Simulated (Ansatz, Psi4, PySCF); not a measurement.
C$_{4}$H$_{9}$Cl$_{3}$Sn, triplet, at the geometry of the source list (a higher spin typed on purpose: for a closed-shell molecule this is an excited state) (all electrons, no relativity) (in this run its highest filled SCF level lies above zero, so its values depend strongly on the basis, on diffuse functions most of all). Base run: PySCF with PBE/STO-3G.

Here is a job for PySCF.
```python
from pyscf import gto, scf, dft

mol = gto.M(
    atom='''
C    -2.555700    0.214600    0.059300
C    -1.079300    0.341400   -0.290600
C    -0.310200   -0.931400    0.049900
C     1.088900   -0.960700   -0.488000
Sn    2.465200    0.663900    0.348600
Cl    2.885300    2.378700   -1.197100
Cl    1.720100    1.736300    2.301800
Cl    4.570800   -0.202700    0.906800
H    -3.035300   -0.545300   -0.557300
H    -3.064800    1.160400   -0.099500
H    -2.676300   -0.068300    1.103600
H    -0.647800    1.176200    0.266300
H    -0.971100    0.560800   -1.352200
H    -0.309800   -1.080300    1.132400
H    -0.833500   -1.788300   -0.392200
H     1.622300   -1.872600   -0.232500
H     1.131300   -0.782600   -1.559400
''',
    basis='sto-3g',
    charge=0,
    spin=2,
    verbose=4,
)

mf = dft.UKS(mol)
mf.xc = 'pbe'
mf.kernel()
```

The same geometry, method and basis name were run in Ansatz (a quantum-chemistry and plane-wave program) and Psi4 and PySCF, at each program's defaults and at the settings that a row names. The base is PySCF at its defaults. Differences at the defaults can come from grids, fitting, cores and function types together.

```json
[
 {"code and settings": "PySCF, defaults (exact integrals, its default grid, spherical functions)", "ΔE vs base (mEh)": "0.000", "basis functions": "83", "E (Eh)": "-7485.43493", "SCF cycles": "16", "dipole (D)": "4.77"},
 {"code and settings": "Ansatz, defaults (factorised integrals, its default grid, spherical functions)", "ΔE vs base (mEh)": "-0.008", "basis functions": "83", "E (Eh)": "-7485.43494", "SCF cycles": "-", "dipole (D)": "-"},
 {"code and settings": "PySCF, fine grid", "ΔE vs base (mEh)": "-0.002", "basis functions": "83", "E (Eh)": "-7485.43493", "SCF cycles": "16", "dipole (D)": "4.77"},
 {"code and settings": "Psi4, exact integrals, spherical functions, fine grid", "ΔE vs base (mEh)": "0.056", "basis functions": "83", "E (Eh)": "-7485.43487", "SCF cycles": "17", "dipole (D)": "4.77"},
 {"code and settings": "Ansatz, high accuracy", "ΔE vs base (mEh)": "-0.004", "basis functions": "83", "E (Eh)": "-7485.43493", "SCF cycles": "-", "dipole (D)": "-"}
]
```

Open shells are given as the SCF converged; they aren't shown to be the lowest states, and a large step between rows can be another state.
